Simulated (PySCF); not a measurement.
Isomers of C8H16NP, from PBE0-D3(BJ)/def2-SVP geometry optimisation, gas phase (PySCF 2.14.0). One conformer each, no zero-point energy, no frequencies.

Problem. Which is lowest in electronic energy at this level?
A. `[CH2:1]=[CH:2][P:3]([CH:4]1[CH2:5][CH2:6]1)[N:7]([CH3:8])[CH2:9][CH3:10]` with C1–C2–P3–C4 -121°, C2–P3–C4–C5 156°, C2–P3–N7–C8 161°, P3–N7–C9–C10 155°: A = 1519, B = 835.4, C = 585.5 MHz, dipole 0.75 D
B. `[CH3:1][N:2]=[P@:3]12[CH2:4][CH2:5][CH2:6][C@H:7]1[CH2:8][CH2:9][CH2:10]2` with N2–P3–C4–C5 -110°, P3–C4–C5–C6 -43°, C4–C5–C6–C7 48°, C5–C6–C7–C8 -143°: A = 1514, B = 1129, C = 858.3 MHz, dipole 3.39 D
C. `[CH2:1]=[CH:2][P:3]([CH:4]=[CH2:5])[NH:6][C:7]([CH3:8])([CH3:9])[CH3:10]` with C1–C2–P3–C4 114°, C2–P3–C4–C5 128°, C2–P3–N6–C7 131°: A = 1467, B = 804.4, C = 611.6 MHz, dipole 1.18 D

Solution. B. That is `C1CC[P@]2([C@@H]1CCC2)=NC`, 26.2 kcal/mol below the next.

```tsv
SMILES	mapped SMILES	E (Eh)	relative (kcal/mol)	relative (kJ/mol)	dipole (D)
CN=[P@]12CCC[C@H]1CCC2	[CH3:1][N:2]=[P@:3]12[CH2:4][CH2:5][CH2:6][C@H:7]1[CH2:8][CH2:9][CH2:10]2	-709.66053	0.0	0.0	3.39
C=CP(C=C)NC(C)(C)C	[CH2:1]=[CH:2][P:3]([CH:4]=[CH2:5])[NH:6][C:7]([CH3:8])([CH3:9])[CH3:10]	-709.61873	26.2	109.8	1.18
C=CP(C1CC1)N(C)CC	[CH2:1]=[CH:2][P:3]([CH:4]1[CH2:5][CH2:6]1)[N:7]([CH3:8])[CH2:9][CH3:10]	-709.59959	38.2	160.0	0.75
```

As drawn, the highest has a three-membered ring and a C=C bond outside aromatic rings, which the lowest lacks.
